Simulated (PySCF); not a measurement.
From one molecule to another.

First species: C5H13P.
Structure used (GFN2-xTB), in Å, numbered top down from 1:
```
atom  x, y, z in Å
C1    -3.1667   -0.0953   -0.2146
C2    -1.8141    0.5550    0.0491
C3    -0.6589   -0.3892   -0.2750
C4     0.6965    0.2621   -0.0234
P5     2.0938   -0.8805   -0.4817
C6     3.4804    0.1068    0.2489
H7    -3.9762    0.5913    0.0227
H8    -3.2847   -0.9893    0.3940
H9    -3.2526   -0.3808   -1.2608
H10   -1.7204    1.4594   -0.5570
H11   -1.7519    0.8531    1.0985
H12   -0.7455   -1.2925    0.3349
H13   -0.7205   -0.6954   -1.3220
H14    0.7970    1.1603   -0.6417
H15    0.7903    0.5629    1.0243
H16    1.9332   -1.7290    0.6245
H17    4.3824   -0.5012    0.2559
H18    3.6576    0.9778   -0.3807
H19    3.2505    0.4337    1.2614
```

Second species: C2H8OSSi.
Structure used (GFN2-xTB), in Å, numbered top down from 1:
```
atom  x, y, z in Å
C1    -1.825   -0.100    0.296
C2    -0.614    0.562   -0.350
Si3    0.977   -0.410   -0.024
O4     1.172   -0.471    1.581
S5     2.712    0.597   -0.837
H6    -2.727    0.483    0.119
H7    -1.977   -1.098   -0.109
H8    -1.675   -0.190    1.369
H9    -0.788    0.656   -1.423
H10   -0.514    1.578    0.040
H11    0.974   -1.753   -0.601
H12    2.027   -0.581    1.989
H13    2.253    0.727   -2.069
```

Levels: wB97X-D/def2-SVPD for dipole moment, HOMO energy, LUMO energy, HOMO–LUMO gap, static isotropic polarisability and electronic spatial extent ⟨r²⟩ about the centre of nuclear charge; TDDFT wB97X-D/def2-SVPD for lowest singlet excitation; TDA wB97X-D/def2-SVPD for lowest triplet excitation (Tamm–Dancoff); GFN2-xTB for rotational constant A and rotational constant C. Geometries: GFN2-xTB. Each structure is a single optimised conformer of the isolated species, non-relativistic unless stated; the electronic structure was computed with PySCF and density fitting.

Dipoles, sizes and rotational constants follow the conformer. The torsions of the flexible species, by atom-mapped SMILES:
- `[CH3:1][CH2:2][CH2:3][CH2:4][PH:5][CH3:6]`: C1–C2–C3–C4 180°, C2–C3–C4–P5 -178°, C3–C4–P5–C6 -170°
- `[CH3:1][CH2:2][Si@H:3]([OH:4])[SH:5]`: C1–C2–Si3–O4 -60°, H–O4–Si3–C2 -155°, H–S5–Si3–C2 -54°

| property | column X | column Y |
| --- | --- | --- |
| dipole moment | 1.37 D | 0.88 D |
| HOMO energy | -8.58 eV | -9.07 eV |
| LUMO energy | 2.22 eV | 1.61 eV |
| HOMO–LUMO gap | 10.80 eV | 10.68 eV |
| lowest singlet excitation | 6.47 eV | 6.04 eV |
| lowest triplet excitation (Tamm–Dancoff) | 5.57 eV | 5.74 eV |
| static isotropic polarisability | 89.2 au | 75.2 au |
| electronic spatial extent ⟨r²⟩ about the centre of nuclear charge | 1344 bohr² | 862 bohr² |
| rotational constant A | 10.090 GHz | 5.380 GHz |
| rotational constant C | 0.889 GHz | 1.430 GHz |

Problem. Which column belongs to which species?

Solution. Column X is the first species and column Y the second. The first has 19 atoms and 58 electrons, the second 13 and 58.

Problem. How does each property change from the first species to the second?

Solution. dipole moment -0.49 D; HOMO energy -0.49 eV; LUMO energy -0.61 eV; HOMO–LUMO gap -0.12 eV; lowest singlet excitation -0.43 eV; lowest triplet excitation (Tamm–Dancoff) +0.17 eV; static isotropic polarisability -14.0 au; electronic spatial extent ⟨r²⟩ about the centre of nuclear charge -482 bohr²; rotational constant A -4.710 GHz; rotational constant C +0.541 GHz.

On the first: The dipole equals about 4.6 × 10⁻³⁰ C·m (1 D = 3.33564 × 10⁻³⁰ C·m). A dipole of 1.37 D is allowed in C1, and pure rotational transitions are dipole-allowed.

On the second: The principal polarisabilities are 65.4, 70.1 and 90.0 au; their mean is the isotropic value. The polarisability is 11.14 Å³ as a volume (1 au = 0.148185 Å³), or 1.30 au for each of the 58 electrons.
